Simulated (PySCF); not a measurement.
Members of one family of related compounds. Method used: PySCF 2.14.0, density-fitted response routines, TDDFT B3LYP/def2-SVPD, vertical, gas phase, core orbitals frozen in the response. Geometries: PBE0-D3(BJ)/def2-SVP; one conformer of each isolated species. Triplets are in the Tamm–Dancoff approximation. 'Strongest' means the level of largest summed f among the lowest 10 singlets; it needn't be the same kind of state in each.

Question: Rank by computed HOMO–LUMO gap, lowest first.
A. `O=C/C=C/O[SiH3]`
B. `[SiH3]O/C=C/N1CCCC1`
C. `CS/C=C/O[SiH3]`
D. `O(/C=C/SC(F)(F)F)[SiH3]`

Answer: B (5.05 eV), A (5.20 eV), C (5.52 eV), D (6.32 eV).

```
               SMILES  gap (eV)  T1 (eV)  f (S1)  LUMO (eV)  f (strongest)  S1 mainly
  [SiH3]O/C=C/N1CCCC1      5.05     3.61   0.008       0.21           0.24  H→L (98%)
      O=C/C=C/O[SiH3]      5.20     3.21   0.000      -1.85           0.40  H→L (98%)
       CS/C=C/O[SiH3]      5.52     3.73   0.000      -0.11           0.31  H→L (98%)
FC(F)(F)S/C=C/O[SiH3]      6.32     4.11   0.008      -0.97           0.24  H→L (58%)
```

H and L stand for HOMO and LUMO.

- `[SiH3]O/C=C/N1CCCC1`: Löwdin shares by element: HOMO carbon 36% or more, nitrogen 30%, oxygen 14% (atoms not listed hold the other 20%); LUMO silicon 30%, hydrogen 19% or more, oxygen 10% (atoms not listed hold the other 42%).
- `O=C/C=C/O[SiH3]`: Löwdin shares by element: HOMO oxygen 64% or more, carbon 23% or more, hydrogen 9% or more; LUMO carbon 62%, oxygen 19% or more (atoms not listed hold the other 19%).
- `CS/C=C/O[SiH3]`: Löwdin shares by element: HOMO sulfur 41%, carbon 35% or more, oxygen 12%; LUMO silicon 37%, hydrogen 23% or more, oxygen 13% (atoms not listed hold the other 27%).
- `FC(F)(F)S/C=C/O[SiH3]`: Löwdin shares by element: HOMO sulfur 39%, carbon 35% or more, oxygen 11%; LUMO carbon 52% or more, sulfur 16%, oxygen 11% (atoms not listed hold the other 22%).
